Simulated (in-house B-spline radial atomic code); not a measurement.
Checks on a self-consistent run for the ruthenium ion Ru⁷⁺, [He] 2s1 (2p1/2)1 (2p3/2)4 3s2 3p6 3d10 4s2 4p6 4d3. All numbers are computed (Dirac-Hartree-Fock, average of the jj configuration; Fermi nucleus of rms radius 4.4809 fm) with a radial B-spline atomic code at the basis-set limit, not measured.

| orbital | q | ε (Eh) | <1/r> | <r²> | small-component weight |
| --- | --- | --- | --- | --- | --- |
| 1s1/2 | 2 | -833.21036 | 45.9052 | 0.00150606 | 0.025878 |
| 2s1/2 | 1 | -131.44081 | 10.6263 | 0.0245379 | 0.0054782 |
| 2p1/2 | 1 | -122.84636 | 10.5685 | 0.0184874 | 0.00545 |
| 2p3/2 | 4 | -117.48987 | 10.0672 | 0.0194007 | 0.0053127 |
| 3s1/2 | 2 | -28.90240 | 3.81665 | 0.17158 | 0.0016241 |
| 3p1/2 | 2 | -25.27181 | 3.73136 | 0.165841 | 0.0015741 |
| 3p3/2 | 4 | -24.44905 | 3.56874 | 0.173414 | 0.0014951 |
| 3d3/2 | 4 | -17.97921 | 3.41922 | 0.150773 | 0.001393 |
| 3d5/2 | 6 | -17.88048 | 3.39744 | 0.15212 | 0.0013893 |
| 4s1/2 | 2 | -7.88015 | 1.47192 | 0.981024 | 0.00041455 |
| 4p1/2 | 2 | -6.53761 | 1.38196 | 1.08625 | 0.00037559 |
| 4p3/2 | 4 | -6.38319 | 1.34351 | 1.12619 | 0.00036097 |
| 4d3/2 | 1.2 | -4.44079 | 1.15881 | 1.44823 | 0.00028287 |
| 4d5/2 | 1.8 | -4.42690 | 1.15281 | 1.45908 | 0.00028135 |

Electron-electron repulsion V_ee = 1441.3833 hartree.

**Question.** What total energy follows from the eigenvalues?

**Answer.** The eigenvalues count the repulsion twice, so E = Σqε - V_ee = -2843.677 - 1441.383 = -4285.061 hartree; the run printed -4285.061.

**Question.** Does the Dirac virial theorem hold?

**Answer.** For a point nucleus E = -2c²Σq·w, with w the small-component weight. Here Σq·w = 0.11409 and c = 137.0360, so the ratio E/(-2c²Σq·w) is 1.000031; the finite nucleus accounts for the departure from 1.

**Question.** What diamagnetic shielding (Lamb formula) and susceptibility (Langevin formula) do the radii give?

**Answer.** σ = (α²/3)Σq<1/r> = 231.254/(3·137.036²) = 4104.9 ppm, and χ = -0.79199×10⁻⁶·Σq<r²> = -12.68×10⁻⁶ cm³/mol with Σq<r²> = 16.011 bohr². Both are non-relativistic formulas without the paramagnetism of open shells.
